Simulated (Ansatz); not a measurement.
A nudged elastic band was laid between two geometries of AlBrFH₃ (6 atoms, charge 0, multiplicity 1).

The calculation used Ansatz 0.2.0, RKS PBE0/def2-SVP.

```json
{
 "movable images": "5",
 "climbing image": "yes",
 "spring": "5.0 eV/Å²",
 "optimiser": "quadratic models (default)",
 "start path": "through a guess of the saddle point",
 "force threshold": "0.05 eV/Å",
 "iteration limit": "60",
 "end points": "relaxed"
}
```

First end point:

```xyz
6
Properties=species:S:1:pos:R:3
Al 0.005 0.024 0.019
F 0.004 0.318 1.693
H 1.409 0.143 -0.701
H -1.411 0.064 -0.686
Br 0.090 -2.624 0.953
H 0.069 -1.682 2.041
```

Last end point:

```xyz
6
Properties=species:S:1:pos:R:3
Al 0.017 -0.396 -0.110
F 0.017 -0.022 1.876
H 1.409 0.169 -0.591
H -1.411 0.087 -0.576
Br 0.087 -2.632 0.634
H 0.047 -0.964 2.086
```

Question: What changes between the two ends?

Answer: Bonds broken: Br5–H6. Bonds formed: F2–H6.

Question: Give the energies along the band, and the barrier.

Answer: It converged. The highest image is number 3 of 0 to 6, 1.2 kcal/mol above the first end and 5.7 kcal/mol above the last; the last end lies 4.5 kcal/mol below the first. A vibrational analysis at the climbing image gives one clearly imaginary mode, 375i cm⁻¹: a first-order saddle point. The orbitals stay closed-shell, which can raise the energy where a bond breaks towards radicals; this wasn't checked here.

| image | path coordinate (Å) | energy (kcal/mol) | Br5–H6 (Å) | F2–H6 (Å) |
| --- | --- | --- | --- | --- |
| 0 | 0.00 | 0.0 | 1.44 | 2.03 |
| 1 | 0.19 | 0.1 | 1.45 | 1.81 |
| 2 | 0.38 | 0.6 | 1.49 | 1.58 |
| 3 | 0.57 | 1.2 | 1.57 | 1.35 |
| 4 | 0.79 | -0.7 | 1.75 | 1.12 |
| 5 | 1.00 | -3.7 | 1.97 | 1.00 |
| 6 | 1.21 | -4.5 | 2.21 | 0.96 |

Question: What is the geometry of the highest image?

Answer: 
```xyz
6
Properties=species:S:1:pos:R:3:forces:R:3
Al 0.011 -0.152 0.008 0.00 -0.01 0.00
F 0.018 0.058 1.782 0.00 0.00 0.00
H 1.418 0.142 -0.639 0.00 0.00 0.00
H -1.420 0.063 -0.618 0.00 0.00 0.00
Br 0.084 -2.580 0.943 0.00 0.00 -0.01
H 0.055 -1.289 1.842 0.00 0.01 0.01
```

Question: What are the harmonic wavenumbers there?

Answer: 375i, 258, 368, 463, 524, 652, 719, 748, 898, 1506, 1983, 2001 cm⁻¹.

The band took 9 iterations and of the order of 2 core-minutes.

Time of the run: 2 min on 1 thread of Arm Neoverse V2 (shared host), peak memory 0.17 GiB.
